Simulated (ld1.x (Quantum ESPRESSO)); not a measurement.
# What one change does to a pseudopotential (Bi, TM)

* Element: bismuth
* Generator: ld1.x (Quantum ESPRESSO) 7.5
* Type: norm-conserving Troullier–Martins (Kleinman–Bylander form)
* Functional: PBEsol
* Relativity: scalar-relativistic
* Frozen core: [Xe] 4f14
* Valence charge: 15
* Reference configuration: 5d10 6s2 6p1 (charge +2)
* Partial waves: 6p (bound): rc 2.35 bohr; 5d (bound): rc 1.45 bohr; 6s (bound): rc 1.75 bohr
* Local potential: the s channel
* Core correction: a·sin(br)/r model core, default radius (core density twice the valence density)

All-electron outer shells of the reference configuration (PBEsol, scalar-relativistic, ld1.x):

```json
{"shell": "5p", "level (eV)": "-113.42", "outermost node (bohr)": "0.48", "outermost maximum (bohr)": "0.86"}
{"shell": "5d", "level (eV)": "-44.55", "outermost node (bohr)": "0.51", "outermost maximum (bohr)": "1.03"}
{"shell": "6s", "level (eV)": "-30.81", "outermost node (bohr)": "0.98", "outermost maximum (bohr)": "1.83"}
{"shell": "6p", "level (eV)": "-19.23", "outermost node (bohr)": "1.14", "outermost maximum (bohr)": "2.27"}
```

Change: wave 5d (bound): rc 1.45 bohr becomes 5d (bound): rc 1.14 bohr.

Cutoffs: the cutoffs (Ry, on a coarse ladder) from which the occupation-weighted sum of valence levels, in a spherical-Bessel basis at the reference potential, stays within 10 and 1 mRy of its value at 400 Ry; they do not see the model core or the augmentation charge, which bear on the density cutoff. Errors are all-electron minus pseudo energies relative to the spin-unpolarised reference configuration.

Q: How do hardness, ghosts and transferability respond?

A: The potential gets harder (55 Ry and 100 Ry → 90 Ry and 120 Ry); the errors of the 7 common tests hardly move; neither file shows a bound ghost. A smaller radius makes the pseudo-wave follow the all-electron one further in, where it bends more sharply, so more plane waves are needed.

| quantity | base | changed |
| --- | --- | --- |
| cutoff, loose | 55 Ry | 90 Ry |
| cutoff, tight | 100 Ry | 120 Ry |
| bound ghosts | none | none |
| error for 5d10 6s2 6p3, meV [ΔE -23.24 eV] | +15 | +15 |
| error for 5d10 6s2 6p2, meV [ΔE -15.29 eV] | +8.1 | +8.1 |
| error for 5d10 6s2 6p0, meV [ΔE 23.36 eV] | -14 | -14 |
| error for 5d10 6s1 6p0, meV [ΔE 68.84 eV] | -42 | -42 |
| error for 5d10 6s1 6p4, meV [ΔE -13.12 eV] | -2.5 | -2.6 |
| error for 5d10 6s2 6p2.5, meV [ΔE -20.13 eV] | +12 | +12 |
| error for 5d10 6s1 6p3, meV [ΔE -4.43 eV] | -6.2 | -6.2 |
| s: phases at 2.55 bohr within 0.05 rad from the reference energy up to (Ry; the scan ends near 5) | 1.1 | 1.1 |
| p: phases at 2.55 bohr within 0.05 rad from the reference energy up to (Ry; the scan ends near 5) | 2.4 | 2.4 |
| d: phases at 2.55 bohr within 0.05 rad from the reference energy up to (Ry; the scan ends near 5) | -0.6 | -0.6 |
